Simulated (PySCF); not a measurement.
Geometry (Å), atoms numbered from 1 in this order:
```xyz
19

C    -1.9873    0.8921   -0.5970
C    -1.4247   -0.3853    0.0145
C     0.0254   -0.2064    0.4724
C     0.5114   -1.4417    1.2393
C     0.9471   -0.0320   -0.7270
C     2.0532    0.9730   -0.5293
O     0.8159   -0.6642   -1.7435
H    -1.9525    1.7110    0.1197
H    -1.4139    1.1770   -1.4765
H    -3.0216    0.7436   -0.8976
H    -1.4567   -1.1863   -0.7257
H    -2.0371   -0.6831    0.8684
H     0.1011    0.6718    1.1211
H    -0.1171   -1.6142    2.1102
H     0.4654   -2.3178    0.5966
H     1.5386   -1.3130    1.5750
H     2.5617    0.7918    0.4148
H     1.6178    1.9703   -0.4926
H     2.7634    0.9226   -1.3504
```

Geometry: GFN2-xTB; GIAO absolute shieldings from PySCF 2.14, gas phase, non-relativistic, averaged over equivalent atoms.

At PBE0/6-31G (87 basis functions, 14 s wall time on 1 thread of an Arm Neoverse V2, shared host):
```csv
atoms,σ (ppm)
C5,-6.9
C3,150.7
C6,168.5
C2,172.6
C4,179.5
C1,186.4
O7,-301.2
H13,30.40
H11,30.66
H17/H18/H19,30.68
H12,31.76
H14/H15/H16,31.82
H8/H9/H10,32.10
```

**Question.** Estimate the result of repeating the calculation with LDA/6-31G-J.

**Answer.** 
```csv
atoms,σ at LDA/6-31G-J,change
C5,-35.7,-28.8
C3,132.6,-18.1
C6,153.5,-15.0
C2,157.6,-15.0
C4,165.4,-14.1
C1,174.3,-12.1
O7,-345.8,-44.6
H13,29.55,-0.85
H11,30.05,-0.61
H17/H18/H19,30.09,-0.59
H12,31.14,-0.62
H14/H15/H16,31.27,-0.55
H8/H9/H10,31.55,-0.55
```

The largest change is at O7 (ketone oxygen). Cost: 132 basis functions, 19 s wall time on 1 thread of an Arm Neoverse V2, shared host. The order of the carbon signals is the same at both levels.
